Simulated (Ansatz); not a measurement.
Reactions of C2H8BNSi, SMILES `C=NBC[SiH3]`.

Calculated with Ansatz (gas phase, PBE0-D4/def2-TZVP geometries, no zero-point term in ΔE). CBS: MP2 limit from def2 TZ/QZ plus the TZ coupled-cluster correction, frozen cores. This one scheme is used for every species. Functionals use def2-TZVPP. Triplets are unrestricted, without spin–orbit coupling. def2 core potentials past Kr. For Ge, I, In outer-core shells are correlated without core-valence functions, which leaves a few kJ/mol of doubt a bond. Scalar relativity is left out up to krypton. Each species was taken in one conformer, which may not be the lowest.

```
                                                                      reaction  PBE0-D4 (kJ/mol)  PBE-D4 (kJ/mol)  CCSD/CBS(def2) (kJ/mol)  CCSD(T)/CBS(def2) (kJ/mol)
                              `C=NBC[SiH3]` → `C=NB[SiH3]` + `[CH2]` (triplet)               481              483                      479                         489
`C=NBC[SiH3]` + `[CH3][In]([NH2])[OH]` → `[CH3][In]([NH2])[O][SiH3]` + `C=NBC`               -97              -91                     -109                        -106
                         `C=NBC[SiH3]` + `F[SiH3]` → `F[SiH2]BC[SiH3]` + `C=N`               127              130                      123                         124
                `C=NBC[SiH3]` + `[OH][Ge][OH]` → `[OH][Ge][O][SiH3]` + `C=NBC`               -92              -88                     -104                        -101
                                           `C=NBC[SiH3]` + H₂ → `C=NBC` + SiH₄               -15              -13                      -19                         -14
                           `C=NBC[SiH3]` + `O[Si]F` → `F[Si]O[SiH3]` + `C=NBC`               -83              -79                      -95                         -91
                                      `C=NBC[SiH3]` + HI → `C=NBI` + `C[SiH3]`               -56              -56                      -58                         -59
                                     `C=NBC[SiH3]` + H–F → `C=NBF` + `C[SiH3]`              -103             -101                     -108                        -104
                                               `C=NBC[SiH3]` → `C=CB(N)[SiH3]`               -27              -22                      -32                         -32
                                       `C=NBC[SiH3]` + H₂ → `BC[SiH3]` + `C=N`                96              107                       79                          86
```

Largest T1 diagnostic: 0.017, for `C=NB[SiH3]`.
